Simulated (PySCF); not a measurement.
BrGaH2O2. Atoms are numbered in the order given.

```xyz
6

Ga    -0.0024     0.7476     0.0000
Br    -0.0155    -1.5207     0.0000
O     -1.5409     1.6171     0.0000
H     -1.4245     2.5741     0.0000
O      1.5084     1.6757     0.0000
H      2.3040     1.1328     0.0000
```
Charge 0, spin multiplicity 1.

Geometry: PBE0-D3(BJ)/def2-SVP. The structure was generated by enumeration; whether it is a known compound was not checked. Other conformers were not sampled.

The numbers are results of TDA-PBE/def2-SVPD run with PySCF, not measurements.

Vertical excitations.  State labels are in the subgroup Cs.

Computed UV-visible absorptions:
```
state  symmetry  energy (eV)  λ (nm)      f                                                               main pairs
-----  --------  -----------  ------  -----  -----------------------------------------------------------------------
S1           A'         5.19     239  0.028                                                           HOMO→LUMO 97 %
S2           A"         5.21     238  0.002                                                        HOMO−1→LUMO 100 %
S3           A"         5.31     234  0.000                                                        HOMO−2→LUMO 100 %
S4           A"         6.18     201  0.003                                                         HOMO→LUMO+1 96 %
S5           A"         6.20     200  0.066                                                         HOMO−3→LUMO 95 %
S6           A'         6.24     199  0.029                 HOMO−4→LUMO 65 %, HOMO−1→LUMO+1 19 %, HOMO−2→LUMO+1 15 %
S7           A'         6.35     195  0.007                 HOMO−5→LUMO 60 %, HOMO−1→LUMO+1 27 %, HOMO−2→LUMO+1 12 %
S8           A'         6.86     181  0.169  HOMO−1→LUMO+1 38 %, HOMO−5→LUMO 17 %, HOMO−4→LUMO 13 %, HOMO→LUMO+3 8 %
S9           A"         7.22     172  0.001                                                       HOMO−4→LUMO+1 99 %
S10          A'         7.23     172  0.125                   HOMO−2→LUMO+1 50 %, HOMO→LUMO+3 13 %, HOMO−5→LUMO 10 %
T1           A'         4.85     256      0                                                          HOMO→LUMO 100 %
T2           A"         4.93     251      0                                                        HOMO−1→LUMO 100 %
T3           A"         5.02     247      0                                                         HOMO−2→LUMO 99 %
T4           A"         5.70     218      0                                                         HOMO−3→LUMO 99 %
```
Triplets are in the Tamm–Dancoff approximation.
